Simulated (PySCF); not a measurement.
AlBr2, SMILES [Br][Al+][Br], charge +1.

Coordinates come from a B3LYP-D3(BJ)/def2-TZVP optimisation. The spin state was assumed, not searched. The isomer is the one that the SMILES or the coordinates give; other isomers of the formula were not compared.

These are B3LYP-D3(BJ)/def2-TZVP in PySCF values and carry that method's errors.

Frequencies are harmonic and unscaled.

Modes within 1.5 cm⁻¹ of each other (mostly degenerate sets) share a row, with their intensities summed.

```
mode  ν (cm⁻¹)  IR (km/mol)  moving atoms (share of kinetic energy)
----  --------  -----------  --------------------------------------
1–2        112         62.6                        Al 86 %, Br 14 %
3          252          0.0                                Br 100 %
4          660        142.3                        Al 86 %, Br 14 %
```
